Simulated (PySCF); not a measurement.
Se(SMe)(SiH3) (CH6SSeSi), SMILES CS[Se][SiH3].

Coordinates come from a B3LYP-D3(BJ)/def2-SVP optimisation. This is a generated structure with no PubChem entry under its InChIKey; it may be hypothetical. Other conformers were not sampled.

The numbers are results of TDA-PBE/def2-SVPD run with PySCF, not measurements.

Vertical excitations. Gas-phase values at a fixed geometry.

Computed UV-visible absorptions:
```tsv
state	energy (eV)	λ (nm)	f	main pairs
S1	3.49	355	0.003	HOMO→LUMO 99 %
S2	3.72	333	0.003	HOMO−1→LUMO 99 %
S3	4.67	266	0.017	HOMO→LUMO+1 98 %
S4	4.93	252	0.014	HOMO−1→LUMO+1 99 %
S5	5.41	229	0.001	HOMO→LUMO+2 77 %, HOMO→LUMO+3 21 %
S6	5.55	224	0.007	HOMO→LUMO+3 77 %, HOMO→LUMO+2 20 %
S7	5.58	222	0.014	HOMO−1→LUMO+2 85 %
S8	5.76	215	0.004	HOMO−1→LUMO+3 91 %
S9	5.94	209	0.029	HOMO−2→LUMO 46 %, HOMO→LUMO+4 26 %, HOMO−3→LUMO 10 %
S10	6.11	203	0.006	HOMO−3→LUMO 62 %, HOMO→LUMO+4 31 %
T1	2.89	429	0	HOMO→LUMO 100 %
T2	3.12	397	0	HOMO−1→LUMO 100 %
T3	4.43	280	0	HOMO→LUMO+1 99 %
T4	4.58	271	0	HOMO−1→LUMO+1 99 %
```
Triplets are in the Tamm–Dancoff approximation.
